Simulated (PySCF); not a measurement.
Level of theory: PBE-D3(BJ)/def2-TZVP // B3LYP-D3(BJ)/def2-TZVP run with PySCF 2.14.0. All species are isolated molecules in the gas phase. Excitations are Tamm–Dancoff values on a coarser integration grid. The basis has no diffuse functions, so Rydberg states are missing or too high.

Reference species (SMILES): `[Br][Al]([Br])[Br]` (neutral, multiplicity 1).

| Quantity | Result |
|---|---|
| S1 oscillator strength | 0.000 |
| S1 excitation (TDA) | 5.04 eV |

Changed species: `[CH3][Al]([CH3])[CH3]` (3 of 3 Br replaced by CH3; the reference has 0 of 3 Br replaced by CH3).

### Question
Predict the effect on the S1 oscillator strength and S1 excitation (TDA).

### Answer
the S1 oscillator strength hardly moves; the S1 excitation (TDA) rises by 0.14 eV, to 5.18 eV.
